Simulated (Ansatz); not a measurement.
`C[N](C)[Sn][NH2]` and `C[N](C)[MgH]` differ in one atom or group.

Ansatz, PBE0-D4/def2-TZVP geometries, multiplicity 1. Each molecule was computed in one conformer, which needn't be the lowest.

Elements past krypton have def2 core potentials.

```
                                      property  `C[N](C)[Sn][NH2]`
           LUMO energy (B3LYP/def2-TZVPP) / eV               -1.42
             HOMO energy (PBE/def2-TZVPP) / eV               -4.76
           HOMO–LUMO gap (PBE/def2-TZVPP) / eV                2.92
         HOMO energy (ωB97M-V/def2-TZVPP) / eV               -8.18
zero-point energy (PBE0-D4/def2-TZVP) / kJ/mol               277.9
         HOMO–LUMO gap (B3LYP/def2-TZVPP) / eV                4.32
```

(1) Give the same properties after the change, and the shifts. (Best estimate.)

Results:

(1) Ansatz gave: 
| property | `C[N](C)[MgH]` | shift |
| --- | --- | --- |
| LUMO energy (B3LYP/def2-TZVPP) / eV | -0.77 | 0.65 |
| HOMO energy (PBE/def2-TZVPP) / eV | -4.24 | 0.52 |
| HOMO–LUMO gap (PBE/def2-TZVPP) / eV | 3.00 | 0.08 |
| HOMO energy (ωB97M-V/def2-TZVPP) / eV | -7.73 | 0.45 |
| zero-point energy (PBE0-D4/def2-TZVP) / kJ/mol | 225.2 | -52.7 |
| HOMO–LUMO gap (B3LYP/def2-TZVPP) / eV | 4.48 | 0.16 |

With PBE0 the HOMO rises by 0.52 eV and the LUMO rises by 0.70 eV, so the gap widens by about 0.18 eV. PBE moves the HOMO by 0.52 eV and ωB97M-V by 0.45 eV. The zero-point energy changes by -52.7 kJ/mol with -6 modes.

Positive LUMOs are unbound, so they and the gaps depend on the basis.

B3LYP here is the variant with VWN-RPA as its local correlation; programs differ in this.
